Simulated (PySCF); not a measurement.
SMILES [CH3][Al]([CH3])[Si](C)(C)O (GFN2-xTB optimised geometry):

```
20

Si     1.159    -0.005     0.000
C      1.964     0.631    -1.631
C      1.872    -1.748     0.348
O      1.790     0.869     1.258
Al    -1.299    -0.005     0.000
C     -2.209    -1.777     0.074
C     -2.247     1.755     0.000
H      1.705    -0.015    -2.464
H      1.610     1.630    -1.877
H      3.048     0.672    -1.567
H      1.508    -2.120     1.301
H      1.559    -2.446    -0.422
H      2.957    -1.750     0.385
H      1.789     1.821     1.231
H     -2.883    -1.940    -0.776
H     -2.828    -1.899     0.971
H     -1.499    -2.614     0.072
H     -2.839     1.914     0.911
H     -2.957     1.845    -0.832
H     -1.567     2.614    -0.079
```

Level of theory: PBE0/def2-SVP run with PySCF.

Task: What are the frontier orbital energies and the dipole moment?

Result: HOMO-2 -7.98 eV, HOMO-1 -7.75 eV, HOMO -6.27 eV, LUMO -1.27 eV, LUMO+1 0.69 eV; dipole moment 1.57 D.

On the same geometry PBE/def2-SVP (PySCF) gives HOMO-2 -6.58 eV, HOMO-1 -6.40 eV, HOMO -5.09 eV, LUMO -1.98 eV, LUMO+1 -0.05 eV; dipole moment 1.43 D.

Meta-Löwdin charges at PBE0/def2-SVP: Si1 0.78, C2 -0.56, C3 -0.55, O4 -0.72, Al5 0.60, C6 -0.60, C7 -0.60, H8 0.11, H9 0.10, H10 0.11, H11 0.11, H12 0.11, H13 0.11, H14 0.32, H15 0.11, H16 0.11, H17 0.11, H18 0.11, H19 0.11, H20 0.11.
